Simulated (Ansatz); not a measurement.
## Nudged elastic band run: CH2BIO

The input (input.yaml):

```yaml
crystal:
  periodic: [false, false, false]
  atoms:
    - { symbol: O, position_ang: [-0.707984, 1.5632, 0.001338] }
    - { symbol: C, position_ang: [-0.050811, 0.688204, -0.560939] }
    - { symbol: B, position_ang: [-0.14767, -0.655945, 0.250296] }
    - { symbol: I, position_ang: [1.51131, -1.204427, 1.464019] }
    - { symbol: H, position_ang: [0.561939, 0.910504, -1.485409] }
    - { symbol: H, position_ang: [-1.166783, -1.301536, 0.330695] }
basis:
  gaussian: { orbitals: def2-SVP }
hamiltonian:
  xc: pbe
neb:
  order_check: false
  images: 7
  f_tol: 0.05
  max_iterations: 60
  final_atoms:
    - { symbol: O, position_ang: [-1.40629843, 0.61590733, -0.51741983] }
    - { symbol: C, position_ang: [-0.05626488, 0.39290545, -0.39019471] }
    - { symbol: B, position_ang: [0.75508178, -0.4562767, 0.40506871] }
    - { symbol: I, position_ang: [2.0600809, -1.62320658, 1.4801676] }
    - { symbol: H, position_ang: [0.52422515, 1.03981579, -1.08095637] }
    - { symbol: H, position_ang: [-1.87682351, 0.03085472, 0.1033346] }
  initial_path:
    images:
      - { positions_ang: [[-0.707984, 1.5632, 0.001338], [-0.050811, 0.688204, -0.560939], [-0.14767, -0.655945, 0.250296], [1.51131, -1.204427, 1.464019], [0.561939, 0.910504, -1.485409], [-1.166783, -1.301536, 0.330695]] }
      - { positions_ang: [[-0.76474664, 1.52237478, -0.01095291], [-0.08703384, 0.64147728, -0.50912043], [-0.08764487, -0.72163854, 0.2464442], [1.56679851, -1.2011841, 1.46840994], [0.53641037, 0.84231859, -1.43022782], [-1.16378252, -1.083348, 0.23544703]] }
      - { positions_ang: [[-0.82150929, 1.48154957, -0.02324381], [-0.12325668, 0.59475056, -0.45730186], [-0.02761975, -0.78733209, 0.24259239], [1.62228701, -1.1979412, 1.47280087], [0.51088173, 0.77413317, -1.37504665], [-1.16078203, -0.86516001, 0.14019906]] }
      - { positions_ang: [[-0.87827193, 1.44072435, -0.03553472], [-0.15947952, 0.54802384, -0.40548329], [0.03240538, -0.85302563, 0.23874059], [1.67777552, -1.1946983, 1.47719181], [0.4853531, 0.70594776, -1.31986547], [-1.15778155, -0.64697201, 0.04495109]] }
      - { positions_ang: [[-0.93503457, 1.39989914, -0.04782562], [-0.19570236, 0.50129712, -0.35366472], [0.0924305, -0.91871918, 0.23488878], [1.73326403, -1.1914554, 1.48158275], [0.45982446, 0.63776234, -1.2646843], [-1.15478106, -0.42878401, -0.05029689]] }
      - { positions_ang: [[-1.05285054, 1.20390118, -0.16522417], [-0.16084299, 0.4741992, -0.36279722], [0.25809332, -0.80310856, 0.27743376], [1.81496825, -1.2993932, 1.48122896], [0.47592463, 0.7382757, -1.21875232], [-1.33529167, -0.31387433, -0.01188902]] }
      - { positions_ang: [[-1.1706665, 1.00790323, -0.28262272], [-0.12598362, 0.44710128, -0.37192972], [0.42375614, -0.68749794, 0.31997874], [1.89667246, -1.40733099, 1.48087517], [0.4920248, 0.83878906, -1.17282033], [-1.51580229, -0.19896465, 0.02651886]] }
      - { positions_ang: [[-1.28848247, 0.81190528, -0.40002128], [-0.09112425, 0.42000337, -0.38106221], [0.58941896, -0.57188732, 0.36252372], [1.97837668, -1.51526879, 1.48052139], [0.50812498, 0.93930243, -1.12688835], [-1.6963129, -0.08405497, 0.06492673]] }
      - { positions_ang: [[-1.40629843, 0.61590733, -0.51741983], [-0.05626488, 0.39290545, -0.39019471], [0.75508178, -0.4562767, 0.40506871], [2.0600809, -1.62320658, 1.4801676], [0.52422515, 1.03981579, -1.08095637], [-1.87682351, 0.03085472, 0.1033346]] }
```

Command:

```bash
$ ansatz run input.yaml --threads 1 --pin off --max-ram 2048MiB --backend cpu --events-out ev --progress --plain --runs-dir out
```

Output, in part (warnings, iteration lines, the closing report on the highest movable image, with atoms numbered from 0):

```
NEB end point (image 0): max|allowed force component| = 1.944e-2 eV/Å (the criterion of neb.relax_end_points is 1.000e-2)
NEB end point (image 8): max|allowed force component| = 6.887e-3 eV/Å (the criterion of neb.relax_end_points is 1.000e-2)
NEB iter   1: max|band force component| = 1.066e1 eV/Å  barrier→ = 4.4397 eV  barrier← = 3.1648 eV  Δτ_max = 0.2000 Å  (341 SCF iters)
NEB iter   2: max|band force component| = 3.481e0 eV/Å  barrier→ = 3.2179 eV  barrier← = 1.9430 eV  Δτ_max = 0.2000 Å  (246 SCF iters)
NEB iter   3: max|band force component| = 2.361e0 eV/Å  barrier→ = 2.5517 eV  barrier← = 1.2768 eV  Δτ_max = 0.1983 Å  (243 SCF iters)
NEB iter   4: max|band force component| = 2.195e0 eV/Å  barrier→ = 2.4634 eV  barrier← = 1.1885 eV  Δτ_max = 0.2000 Å  (236 SCF iters)
NEB iter   5: max|band force component| = 2.168e0 eV/Å  barrier→ = 3.1342 eV  barrier← = 1.8593 eV  Δτ_max = 0.1030 Å  (238 SCF iters)
NEB iter   6: max|band force component| = 2.610e0 eV/Å  barrier→ = 3.1219 eV  barrier← = 1.8470 eV  Δτ_max = 0.0533 Å  (213 SCF iters)
NEB iter   7: max|band force component| = 1.872e0 eV/Å  barrier→ = 2.9094 eV  barrier← = 1.6345 eV  Δτ_max = 0.0538 Å  (210 SCF iters)
NEB iter   8: max|band force component| = 7.369e-1 eV/Å  barrier→ = 2.8139 eV  barrier← = 1.5389 eV  Δτ_max = 0.1071 Å  (211 SCF iters)
NEB iter   9: max|band force component| = 6.375e-1 eV/Å  barrier→ = 2.5929 eV  barrier← = 1.3180 eV  Δτ_max = 0.1063 Å  (231 SCF iters)
NEB iter  10: max|band force component| = 8.202e-1 eV/Å  barrier→ = 2.5909 eV  barrier← = 1.3160 eV  Δτ_max = 0.0533 Å  (217 SCF iters)
NEB iter  11: max|band force component| = 5.077e-1 eV/Å  barrier→ = 2.6159 eV  barrier← = 1.3409 eV  Δτ_max = 0.0528 Å  (211 SCF iters)
NEB iter  12: max|band force component| = 2.850e0 eV/Å  barrier→ = 2.4005 eV  barrier← = 1.1256 eV  CI = image 4  Δτ_max = 0.0535 Å  (210 SCF iters)
NEB iter  13: max|band force component| = 2.366e0 eV/Å  barrier→ = 2.5925 eV  barrier← = 1.3176 eV  CI = image 4  Δτ_max = 0.1075 Å  (202 SCF iters)
NEB iter  14: max|band force component| = 1.011e0 eV/Å  barrier→ = 2.8554 eV  barrier← = 1.5805 eV  CI = image 4  Δτ_max = 0.0885 Å  (220 SCF iters)
NEB iter  15: max|band force component| = 4.588e-1 eV/Å  barrier→ = 2.9442 eV  barrier← = 1.6693 eV  CI = image 4  Δτ_max = 0.1529 Å  (217 SCF iters)
NEB iter  16: max|band force component| = 5.559e-1 eV/Å  barrier→ = 2.9362 eV  barrier← = 1.6612 eV  CI = image 4  Δτ_max = 0.0685 Å  (227 SCF iters)
NEB iter  17: max|band force component| = 1.698e-1 eV/Å  barrier→ = 2.9075 eV  barrier← = 1.6325 eV  CI = image 4  Δτ_max = 0.0641 Å  (214 SCF iters)
NEB iter  18: max|band force component| = 6.441e-1 eV/Å  barrier→ = 2.9068 eV  barrier← = 1.6318 eV  CI = image 4  Δτ_max = 0.0325 Å  (213 SCF iters)
NEB iter  19: max|band force component| = 2.270e-1 eV/Å  barrier→ = 2.9040 eV  barrier← = 1.6291 eV  CI = image 4  Δτ_max = 0.0458 Å  (211 SCF iters)
NEB iter  20: max|band force component| = 7.264e-2 eV/Å  barrier→ = 2.9036 eV  barrier← = 1.6287 eV  CI = image 4  Δτ_max = 0.0127 Å  (205 SCF iters)
NEB iter  21: max|band force component| = 9.416e-2 eV/Å  barrier→ = 2.9035 eV  barrier← = 1.6285 eV  CI = image 4  Δτ_max = 0.0031 Å  (200 SCF iters)
NEB iter  22: max|band force component| = 1.625e-2 eV/Å  barrier→ = 2.9034 eV  barrier← = 1.6285 eV  CI = image 4  Δτ_max = 0.0000 Å  (398 SCF iters)
Total energy: -11882.53668419 eV, -436.6751688714 hartree
Atom 0 at    -1.075859     0.914358    -0.092627 Å, force    -0.000301    -0.006380     0.002665 eV/Å
Atom 1 at     0.027722     0.436208    -0.611261 Å, force     0.009559    -0.004803    -0.005741 eV/Å
Atom 2 at     0.090518    -0.897141     0.115329 Å, force    -0.005644     0.004611    -0.006588 eV/Å
Atom 3 at     1.668156    -1.354128     1.466842 Å, force     0.004885    -0.001900     0.005744 eV/Å
Atom 4 at     0.601666     1.089208    -1.293973 Å, force    -0.004544     0.002758     0.002153 eV/Å
Atom 5 at    -1.312202    -0.188504     0.415691 Å, force    -0.003955     0.005714     0.001768 eV/Å
Dipole moment:     0.209148     0.255642    -0.176317 e Å
```

It converged. Neighbouring images differ by up to 1.5 eV, so the band resolves the path poorly. A vibrational analysis at the climbing image gives one clearly imaginary mode, 2031i cm⁻¹: a first-order saddle point. The orbitals stay closed-shell, which can raise the energy where a bond breaks towards radicals; this wasn't checked here.

Final band (atoms are numbered from 1 in the order of the input):

| image | path coordinate (Å) | energy (eV) | B3–H6 (Å) | O1–H6 (Å) |
| --- | --- | --- | --- | --- |
| 0 | 0.00 | 0.00 | 1.21 | 2.92 |
| 1 | 0.44 | 0.03 | 1.21 | 2.77 |
| 2 | 0.88 | 0.33 | 1.21 | 2.27 |
| 3 | 1.32 | 1.37 | 1.29 | 1.74 |
| 4 | 1.76 | 2.90 | 1.60 | 1.24 |
| 5 | 2.16 | 1.98 | 2.04 | 1.00 |
| 6 | 2.56 | 1.48 | 2.41 | 0.98 |
| 7 | 2.96 | 1.31 | 2.59 | 0.98 |
| 8 | 3.35 | 1.27 | 2.69 | 0.97 |

The run took 5.2 min on 1 thread of Arm Neoverse V1 (shared host), peak memory 0.14 GiB.
